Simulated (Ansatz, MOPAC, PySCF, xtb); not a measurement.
Donor–acceptor adduct: AlH3 (SMILES [AlH3]) (first 4 atoms) with AsH3 (SMILES [AsH3]); geometry from B3LYP-D3(BJ)/def2-TZVP, rigid monomers moved along the line of their centres of mass till Al1···As5 is 4.80 Å.
(charge 0, multiplicity 1):
```xyz
8

Al     0.2822     0.6255     0.5610
H     -0.5405    -0.2926    -0.4415
H     -0.2475     2.0913     0.8698
H      1.8116     0.2894     0.8303
As    -1.3990    -1.3817     4.5889
H     -0.9339    -0.8817     5.9367
H     -1.1799    -2.8532     4.8529
H     -2.8803    -1.3602     4.8859
```

```tsv
level	interaction energy (meV)	minus CCSD(T)/CBS(def2-SVPD, def2-TZVPPD)	cost
PM3	0.1	70.7	-
PM7	-108.6	-38.0	-
GFN2-xTB	-25.2	45.4	-
HF/STO-3G (no counterpoise)	-54.5	16.1	-
HF/6-31G*	-69.0	1.6	-
HF/6-31G* (no counterpoise)	-70.6	0.0	-
HF/def2-SVPD	-68.4	2.1	-
BP86/6-31G* (no counterpoise)	-53.9	16.7	-
B3LYP/6-31G*	-57.4	13.2	-
B3LYP/LANL2DZ (no counterpoise)	-79.5	-8.9	-
B3LYP/def2-TZVPPD	-49.0	21.6	×2
PBE0/def2-TZVPPD	-62.5	8.1	×2
PBE0-D4/def2-TZVPPD	-78.5	-7.9	×2
wB97X-V/def2-TZVPPD	-74.1	-3.5	×3
MP2/6-31G*	-74.1	-3.6	-
MP2/6-31G* (no counterpoise)	-82.9	-12.3	-
MP2/CBS(def2-SVPD, def2-TZVPPD)	-72.0	-1.4	-
SCS-MP2/def2-SVPD	-69.7	0.8	-
CCSD/def2-TZVPPD	-68.2	2.4	-
CCSD(T)/CBS(def2-SVPD, def2-TZVPPD)	-70.6	0.0	×20
```

 The comparison column counts from a level with limits of its own.

The rows run from -108.6 (PM7) to 0.1 meV (PM3). The dispersion term adds -16.0 in PBE0-D4. The 3 functionals in def2-TZVPPD without D3 or D4 span 25.1, from wB97X-V to B3LYP.

Counterpoise-corrected where a basis set is named; no monomer relaxation. Rows marked so take none.

Frozen-core correlation. Filled d and f shells under p-block atoms count as core. CBS: X⁻³ extrapolation of the correlation energy, Hartree–Fock from the larger set. Rows in 6-31G*, LANL2DZ, STO-3G carry no dispersion term and start afresh at each structure (6-31G* with six Cartesian d functions); the Pople sets are all-electron and without relativity. MP2/6-31G* freezes PySCF's default core, which leaves 3d correlated. LANL2DZ brings its own core potentials from Na on. The state that PM3, PM7 reach isn't checked; PM7 holds dispersion and hydrogen-bond terms.

Programs: Ansatz (Gaussian orbitals); MOPAC for PM3, PM7 (differences of heats of formation); PySCF for 6-31G* rows, LANL2DZ rows, STO-3G rows, the dispersion terms; xtb for the GFN methods. Values without a source in brackets are computed.

Costs are rough ratios of core time to PBE/def2-TZVPPD (about 7 s over the structures, on one shared machine); a dash marks a level with no comparable run of its own.

Ansatz is a first-principles code.
